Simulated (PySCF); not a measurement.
**A survey of $^{19}$F NMR shifts**

Calculated, not measured (PySCF 2.14): σ from GIAO-PBE0/pcSseg-1, GFN2-xTB geometry. No solvent model, non-relativistic, fast rotation and ring inversion assumed for equivalent nuclei, one computed conformer.

Shieldings were converted by a linear fit to measured shifts: $^{19}$F (scatter 6.0 ppm rms, 7.0 ppm with the 5 outliers that the fit left out vs CFCl3, solution or neat liquid, with a term for F on sp3 carbon). A few per cent of atoms miss by over 2 rms, more outside the fitted compound classes.

Question: Give the $^{19}$F shifts of `C=C[Si@@H](C#CCF)OC`, `CSC1=CC(F)=C[SiH2]1`.

Answer: 
```csv
compound,environment,δ (ppm)
C=C[Si@@H](C#CCF)OC,fluorine on an sp3 carbon,-218.0
CSC1=CC(F)=C[SiH2]1,vinylic fluorine,-77.5
```

Question: Match the shifts -60.1, -73.4, -216.2 ppm to `Cc1noc(OC(F)(F)F)n1`, `[H]/N=C\C#CCF`, `FC(F)(F)CC1[SiH2]C[SiH2]1`.

Answer: -60.1: Cc1noc(OC(F)(F)F)n1 (fluorine of an OCF3 group); -73.4: FC(F)(F)CC1[SiH2]C[SiH2]1 (fluorine of a CF3 group); -216.2: [H]/N=C\C#CCF (fluorine on an sp3 carbon).
